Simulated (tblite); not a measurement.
Compound: C6H13As.
Geometry (GFN2-xTB, Å), atoms numbered from 1 in this order:
```xyz
20
C6H13As angstrom
C     -2.674   -0.336    0.950
C     -2.393    0.045   -0.466
C     -1.251   -0.150   -1.111
C     -0.033   -0.795   -0.542
As     0.884    0.385    0.788
C      1.562    1.698   -0.516
C      2.535   -0.694    0.910
H     -1.830   -0.853    1.403
H     -2.884    0.559    1.538
H     -3.553   -0.978    1.003
H     -3.213    0.531   -0.980
H     -1.168    0.194   -2.135
H      0.676   -1.031   -1.340
H     -0.290   -1.728   -0.032
H      2.272    2.373   -0.041
H      2.056    1.199   -1.348
H      0.737    2.294   -0.905
H      3.299   -0.148    1.462
H      2.922   -0.929   -0.081
H      2.340   -1.626    1.440
```

All values are computed: GFN2-xTB (tblite) harmonic vibrations without scaling, gas phase. This tight-binding method is rough: wavenumbers can miss measured ones by several per cent, in bad cases by 10 to 20. One conformer, not necessarily the lowest. The optimisation stopped once no atom felt more than 0.01 eV/Å.

Lowest wavenumbers of the output (negative numbers stand for imaginary wavenumbers):
```
mode    cm-1
  1     -46.5
  2      31.9
  3      85.0
  4     116.8
  5     139.3
  6     159.6
  7     181.1
  8     220.4
  9     227.7
 10     312.0
```

**Question.** Is this structure a minimum?

**Answer.** Not by this Hessian. 1 mode is imaginary beyond 20i (46i cm⁻¹), so at this level the point lies at or near a first-order saddle. The curvature is small, so loose convergence or finite differences may be the whole cause.

**Question.** Which atoms move in the imaginary mode?

**Answer.** 46i: H9 (methyl hydrogen) 36 %, H10 (methyl hydrogen) 25 %, H8 (methyl hydrogen) 14 %, C1 (allylic carbon) 11 %. These are shares of the mass-weighted motion.

**Question.** What is the remedy?

**Answer.** Step along that mode in both directions, optimise again with tighter thresholds and repeat the frequencies. The zero-point energy of this point (105.4 kcal/mol) counts the 53 real modes alone, and thermal corrections from it aren't those of a minimum.

Time: 1.2 s. Hardware: Arm Neoverse N1, one thread, no GPU, shared host with 64 logical CPUs at a one-minute load of 58. The figure is for the frequency step alone.
